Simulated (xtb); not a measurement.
B(H)(OMe)(SH) (CH5BOS), SMILES COBS. All values are semi-empirical tight-binding results from xtb (GFN2-xTB unless named), good for trends rather than for accurate numbers. Geometry optimised at GFN2-xTB. One conformer was computed; it need not be the lowest.

Computed properties:
The orbital gap comes out as 4.97 eV, the zero-point energy is 39.4 kcal/mol and the G − E(el) at 298.15 K (modified RRHO) comes out as 21.2 kcal/mol. The static polarisability (D4 model) is 52.6 bohr³. The solvation energy, GFN2-xTB/ALPB(water) comes out as -1.5 kcal/mol and the solvation energy, GFN2-xTB/ALPB(methanol) is -4.8 kcal/mol.
